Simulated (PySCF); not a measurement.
BCl, triplet, geometry from GFN2-xTB (the spin is typed, not shown lowest); SCAN/6-311G** in PySCF.

Input for PySCF:
```python
from pyscf import gto, scf, dft

mol = gto.M(
    atom='''
B    -0.00000000   -0.00000000   -1.29965053
Cl    0.00000000    0.00000000    0.38225016
''',
    basis='6-311g**',
    spin=2,
    verbose=4,
)

mf = dft.UKS(mol)
mf.xc = 'scan'
mf.kernel()
```

Task: Predict the main parts of the log of this PySCF run.

Result: 
```
PySCF version 2.14.0

[INPUT] verbose = 4
[INPUT] num. atoms = 2
[INPUT] num. electrons = 22
[INPUT] charge = 0
[INPUT] spin (= nelec alpha-beta = 2S) = 2
[INPUT] symmetry False subgroup None
[INPUT] Mole.unit = angstrom
[INPUT] Symbol           X                Y                Z      unit          X                Y                Z       unit  Magmom
[INPUT]  1 B      0.000000000000   0.000000000000  -1.299650530000 AA    0.000000000000   0.000000000000  -2.455983559346 Bohr   0.0
[INPUT]  2 Cl     0.000000000000   0.000000000000   0.382250160000 AA    0.000000000000   0.000000000000   0.722348113471 Bohr   0.0

nuclear repulsion = 26.7435902700058
number of shells = 20
number of NR pGTOs = 79
number of NR cGTOs = 44
basis = 6-311g**
ecp = {}

******** <class 'pyscf.dft.uks.UKS'> ********
method = UKS
initial guess = minao
damping factor = 0
level_shift factor = 0
DIIS = <class 'pyscf.scf.diis.CDIIS'>
diis_start_cycle = 1
diis_space = 8
diis_damp = 0
SCF conv_tol = 1e-09
SCF conv_tol_grad = None
SCF max_cycles = 50
direct_scf = True
direct_scf_tol = 1e-13
number electrons alpha = 12  beta = 10
XC library pyscf.dft.libxc version 7.1.2
    S. Lehtola, C. Steigemann, M. J. T. Oliveira, and M. A. L. Marques,  SoftwareX 7, 1–5 (2018)
XC functionals = scan
    J. Sun, A. Ruzsinszky, and J. P. Perdew,  Phys. Rev. Lett. 115, 036402 (2015)
    J. Sun, A. Ruzsinszky, and J. P. Perdew,  Phys. Rev. Lett. 115, 036402 (2015)
radial grids:
    Treutler-Ahlrichs [JCP 102, 346 (1995); DOI:10.1063/1.469408] (M4) radial grids

becke partition: Becke, JCP 88, 2547 (1988); DOI:10.1063/1.454033
pruning grids: <function nwchem_prune>
grids dens level: 3
symmetrized grids: False
atomic radii adjust function: <function treutler_atomic_radii_adjust>
small_rho_cutoff = 0
Set gradient conv threshold to 3.16228e-05
tot grids = 32928
init E= -485.1159048481

cycle= 1 E= -484.924664994577  delta_E= 0.191  |g|= 0.119  |ddm|= 1.21

cycle= 2 E= -484.927313163496  delta_E= -0.00265  |g|= 0.119  |ddm|= 0.319
cycle= 3 E= -484.935126143232  delta_E= -0.00781  |g|= 0.0454  |ddm|= 0.15
cycle= 4 E= -484.936279693027  delta_E= -0.00115  |g|= 0.00791  |ddm|= 0.0449
cycle= 5 E= -484.936320538734  delta_E= -4.08e-05  |g|= 0.00281  |ddm|= 0.0114
cycle= 6 E= -484.936327427745  delta_E= -6.89e-06  |g|= 0.000727  |ddm|= 0.00572
cycle= 7 E= -484.936328631408  delta_E= -1.2e-06  |g|= 0.000218  |ddm|= 0.00386
cycle= 8 E= -484.936329119518  delta_E= -4.88e-07  |g|= 0.000151  |ddm|= 0.00336
cycle= 9 E= -484.936329579217  delta_E= -4.6e-07  |g|= 9.91e-05  |ddm|= 0.00457
cycle= 10 E= -484.936329894721  delta_E= -3.16e-07  |g|= 2.27e-05  |ddm|= 0.00668
cycle= 11 E= -484.936329912088  delta_E= -1.74e-08  |g|= 8.86e-06  |ddm|= 0.00133
cycle= 12 E= -484.936329916232  delta_E= -4.14e-09  |g|= 1.37e-06  |ddm|= 0.000927
cycle= 13 E= -484.936329916316  delta_E= -8.41e-11  |g|= 2.47e-07  |ddm|= 0.000138
Extra cycle  E= -484.936329916316  delta_E=    0  |g|= 1.97e-07  |ddm|= 1.94e-06
converged SCF energy = -484.936329916316  <S^2> = 2.0066919  2S+1 = 3.004458
```
